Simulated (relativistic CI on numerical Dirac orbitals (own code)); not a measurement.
Line list: Electric-dipole lines, Cs XXXIX

These numbers are calculated, not measured: Dirac-Coulomb-Breit CI, orbitals from a KLI potential per configuration, model QED, unscaled Slater integrals (own radial code, finite nucleus).

Configurations in the expansion (outside the closed core [Ne]): 3s2 3p5, 3s 3p6, 3s2 3p4 3d, 3s 3p5 3d, 3p6 3d, 3s 3p4 3d2, 3s2 3p3 3d 4p, 3p6 4s, 3s 3p4 3d 4s, 3s2 3p4 4s, 3p6 4p, 3s2 3p4 4p, 3s2 3p3 3d2, 3s2 3p2 3d3, 3s 3p3 3d3, 3s2 3p2 3d2 4s, 3s2 3p2 3d2 4p. Double excitations out of closed p, d and f shells are left out; levels of such configurations are missing from the list, as are those of other unlisted configurations, and high levels can miss mixing partners.

| λ vac (Å) | Lower | Upper | A (s⁻¹) | log gf | S velocity/length |
| --- | --- | --- | --- | --- | --- |
| 42.540 | 3s2 3p4 3d 2D_3/2 [7] | 3s2 3p3 3d2 2D°_3/2 [131] | 6.20e+11 | -0.17 | 0.95 |
| 43.322 | 3s2 3p4 3d 4D_3/2 [3] | 3s2 3p3 3d2 4P°_1/2 [98] | 1.01e+12 | -0.25 | 0.94 |
| 43.381 | 3s2 3p4 3d 4F_7/2 [6] | 3s2 3p3 3d2 2D°_5/2 [108] | 3.72e+11 | -0.20 | 0.90 |
| 43.474 | 3s2 3p4 3d 4F_7/2 [6] | 3s2 3p3 3d2 4F°_7/2 [106] | 7.85e+11 | 0.25 | 0.97 |
| 43.492 | 3s2 3p4 3d 4F_9/2 [10] | 3s2 3p3 3d2 4D°_7/2 [128] | 5.87e+11 | 0.12 | 0.80 |
| 43.707 | 3s2 3p4 3d 2F_7/2 [9] | 3s2 3p3 3d2 2D°_5/2 [123] | 9.88e+11 | 0.23 | 0.83 |
| 43.870 | 3s2 3p4 3d 4F_7/2 [6] | 3s2 3p3 3d2 4D°_5/2 [103] | 4.45e+11 | -0.11 | 0.84 |
| 44.386 | 3s2 3p4 3d 4F_9/2 [10] | 3s2 3p3 3d2 4F°_9/2 [121] | 5.65e+11 | 0.22 | 1.01 |
| 44.400 | 3s2 3p5 2P°_3/2 [1] | 3s2 3p4 3d 2S_1/2 [26] | 1.22e+12 | -0.14 | 1.02 |
| 44.582 | 3s2 3p5 2P°_3/2 [1] | 3s2 3p4 3d 2D_5/2 [25] | 7.04e+11 | 0.10 | 1.06 |
| 44.727 | 3s2 3p5 2P°_3/2 [1] | 3s2 3p4 3d 2P_3/2 [24] | 6.92e+11 | -0.08 | 0.97 |
| 44.800 | 3s2 3p4 3d 2F_7/2 [9] | 3s2 3p3 3d2 2G°_7/2 [112] | 4.65e+11 | 0.05 | 0.97 |
| 45.023 | 3s2 3p4 3d 4F_9/2 [10] | 3s2 3p3 3d2 4G°_11/2 [114] | 4.13e+11 | 0.18 | 1.14 |
| 45.241 | 3s2 3p5 2P°_1/2 [2] | 3s2 3p4 3d 2D_3/2 [43] | 6.71e+11 | -0.08 | 1.04 |
| 48.415 | 3s2 3p4 3d 4D_5/2 [4] | 3s2 3p3 3d2 4G°_7/2 [77] | 1.95e+11 | -0.26 | 1.10 |
| 53.668 | 3s2 3p4 3d 2G_9/2 [22] | 3s 3p5 3d 2F°_7/2 [161] | 4.97e+11 | 0.23 | 0.78 |
| 55.585 | 3s2 3p5 2P°_1/2 [2] | 3s2 3p4 3d 2P_1/2 [29] | 5.81e+11 | -0.27 | 1.00 |
| 58.265 | 3s2 3p5 2P°_1/2 [2] | 3s2 3p4 3d 2D_3/2 [28] | 2.15e+11 | -0.36 | 1.07 |
| 58.908 | 3s2 3p4 3d 4F_7/2 [6] | 3s2 3p3 3d2 2H°_9/2 [55] | 1.60e+11 | -0.08 | 1.19 |
| 59.825 | 3s2 3p5 2P°_3/2 [1] | 3s2 3p4 3d 2D_5/2 [13] | 1.64e+11 | -0.28 | 1.08 |

Terms are leading LS components. Brackets give the number of a level in order of energy, since labels repeat. The list gives strong lines, with weight on those to low levels, among the lowest 200 of 2504 levels, so that lines to higher ones, which can be the strongest, are missing. Levels whose partners in the same complex of configurations lie outside the list can be far off, and so can their lines. Rates are taken at the computed energies, electric ones in the length gauge. A velocity-to-length ratio far from 1 marks an uncertain rate.

At this charge energies of transitions that change n are usually good to better than 1 %, and those within a shell (Δn = 0) to a few per cent.

LS names give the leading component of a level, which can be under half, so a name can repeat, a term be missing and a line seem to break the LS rules.
